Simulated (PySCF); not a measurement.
Magnetic shielding above rings: a mixed set.

Definitions: NICS(0) = −σiso at the ring centroid; NICS(1) = −σiso and NICS(1)zz = −σzz at ±1 Å along the ring normal z. Level: GIAO PBE0/pcSseg-1 (PySCF, non-relativistic, gas phase) on the GFN2-xTB geometries, one conformer each. Atom numbers follow the mapped SMILES.

Task: Order these rings by mean NICS(1)zz, lowest (most negative) first (ppm).
A. ring C5–C6–C7–C8–O9 in `[CH2:1]=[CH:2][CH2:3][PH:4][c:5]1[cH:6][cH:7][cH:8][o:9]1`
B. ring C7–C8–C9 in `[CH:1]#[C:2][P:3]([C:4]([CH3:5])=[O:6])[CH:7]1[CH2:8][CH2:9]1`
C. ring C3–C4–P5–C8–C9 in `[CH2:1]=[CH:2][C:3]1=[CH:4][P@:5]([CH3:6])(=[O:7])[CH:8]=[CH:9]1`
D. ring C2–C3–C4–O7–Si8 in `[CH2:1]=[C:2]1[CH:3]=[C:4]([S:5][CH3:6])[O:7][SiH2:8]1`
E. ring C2–C3–C4 in `[F:1][c:2]1[cH:3][c+:4]1[F:5]` (charge +1)
F. ring C3–C4–C5–C7–C8–P9 in `[CH3:1][O:2][c:3]1[cH:4][c:5]([CH3:6])[cH:7][cH:8][p:9]1`

Result: A (-26.4), F (-25.0), B (-22.9), E (-15.1), D (-1.4), C (1.4).

| SMILES | ring | NICS(0) | NICS(1) | NICS(1)zz | HOMA | rms pucker (Å) | ring atoms with four or more neighbours |
| --- | --- | --- | --- | --- | --- | --- | --- |
| C=CCPc1ccco1 | 5-membered ring with O; formal bonds all aromatic | -11.7 | -10.3 | -26.4 | 0.49 | 0.00 | 0 |
| COc1cc(C)ccp1 | 6-membered ring with P; formal bonds all aromatic | -8.4 | -10.4 | -25.0 | 0.90 | 0.00 | 0 |
| C#CP(C(C)=O)C1CC1 | 3-membered carbocycle; formal bonds all single | -43.3 | -8.6 | -22.9 | – | 0.00 | 3 |
| Fc1c[c+]1F | 3-membered carbocycle; bonds drawn aromatic by RDKit's count | -29.3 | -10.2 | -15.1 | 1.00 | 0.00 | 0 |
| C=C1C=C(SC)O[SiH2]1 | 5-membered ring with O and Si; formal bonds 1 double, 4 single | -2.0 | -2.4 | -1.4 | – | 0.00 | 1 |
| C=CC1=C[P@](C)(=O)C=C1 | 5-membered ring with P; formal bonds 2 double, 3 single | 0.8 | -2.2 | 1.4 | – | 0.00 | 1 |

NICS(0) gives another order. The isotropic NICS(1) gives another order. HOMA uses Krygowski's 1993 parameters; it is left out where a ring has a four-coordinate atom, a triple bond, no multiple bond or a kind of bond without parameters. NICS(1) and NICS(1)zz are means over the two faces.
